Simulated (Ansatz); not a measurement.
Wavefunction ladder for H3O4Si, SMILES `[O][Si](O)(O)O` radical

Cartesian coordinates in Å:
```
O -1.547 -0.619 -0.847
Si -0.213 -0.045 -0.051
O 0.949 -1.083 -0.530
O -0.572 -0.035 1.531
O 0.264 1.461 -0.429
H 0.790 -2.020 -0.399
H -0.264 0.716 2.041
H 0.593 1.623 -1.314
```

Charge 0, multiplicity 2. Geometry: relaxed with PBE0-D4/def2-TZVP. It is one conformer, not always the lowest. Frozen core, unrestricted reference, Ansatz 0.2.0. CBS rows extrapolate triple and quadruple zeta; past MP2 they add the triple-zeta difference.

```json
{"basis": "def2-SVP", "HF (Eh)": "-589.94302", "MP2 corr.": "-0.78025", "CCSD corr.": "-0.80964", "(T)": "?", "CCSD(T) total": "?"}
{"basis": "def2-TZVPP", "HF (Eh)": "-590.45805", "MP2 corr.": "-1.01204", "CCSD corr.": "?", "(T)": "?", "CCSD(T) total": "?"}
{"basis": "def2-QZVPP", "HF (Eh)": "-590.48243", "MP2 corr.": "-1.09896", "CCSD corr.": "–", "(T)": "–", "CCSD(T) total": "–"}
{"basis": "CBS(def2)", "HF (Eh)": "-590.48579", "MP2 corr.": "-1.16334", "CCSD corr.": "?", "(T)": "as TZ", "CCSD(T) total": "?"}
```

**Question.** Fill in the withheld values. (An estimate is asked.)

**Answer.** Ansatz gave: def2-SVP (T): -0.01556; def2-SVP CCSD(T) total: -590.76822; def2-TZVPP CCSD corr.: -1.03318; def2-TZVPP (T): -0.03497; def2-TZVPP CCSD(T) total: -591.52620; CBS(def2) CCSD corr.: -1.18447; CBS(def2) CCSD(T) total: -591.70523.
